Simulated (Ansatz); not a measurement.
Basis-set series for AlClGaH$_{5}$OSi (`[SiH3][O][Al]([Cl])[GaH2]`). Charge 0, multiplicity 1. All single points use the PBE0-D4/def2-TZVP geometry. It is one conformer, not always the lowest.

| functional | basis | functions | energy (Eh) | HOMO (eV) | LUMO (eV) |
| --- | --- | --- | --- | --- | --- |
| PBE0-D4 | def2-SVP | 125 | -2994.01734 | -7.55 | -2.36 |
| PBE0-D4 | def2-QZVPP | 506 | -2994.79035 | -7.62 | -2.42 |
| ωB97M-V | def2-SVP | 125 | -2994.54357 | -9.49 | -0.60 |
| ωB97M-V | def2-QZVPP | 506 | -2995.31283 | -9.60 | -0.77 |

Task: Give the rows for def2-TZVPP. (An estimate is asked.)

Result: Ansatz gave: 
```
functional       basis  functions  energy (Eh)  HOMO (eV)  LUMO (eV)
   PBE0-D4  def2-TZVPP        275  -2994.71068      -7.61      -2.41
   ωB97M-V  def2-TZVPP        275  -2995.23634      -9.59      -0.67
```

Scalar relativity is left out up to krypton.
